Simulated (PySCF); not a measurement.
C₃H₄N₂, SMILES n1cc[nH]c1 (connectivity only; charge and spin as stated), charge +1, multiplicity 2.

Geometry optimised at PBE0-D3(BJ)/def2-SVP. The spin state was assumed, not searched.

All values below come from CAM-B3LYP/def2-TZVP in PySCF.

Isolated molecule, no solvent.

Computed frontier levels, dipole moment and polarisability:
The α spin, highest occupied and lowest empty level is -15.34 and -5.57 eV and the β spin, highest occupied and lowest empty level comes out as -15.78 and -9.40 eV. The dipole moment about the centre of nuclear charge is 4.03 D and the mean static polarisability is 38.4 bohr³ (5.70 Å³). The polarisability, principal values is 23.7, 43.4, 48.2 bohr³ and the ⟨S²⟩ is 0.768 (pure state 0.75).
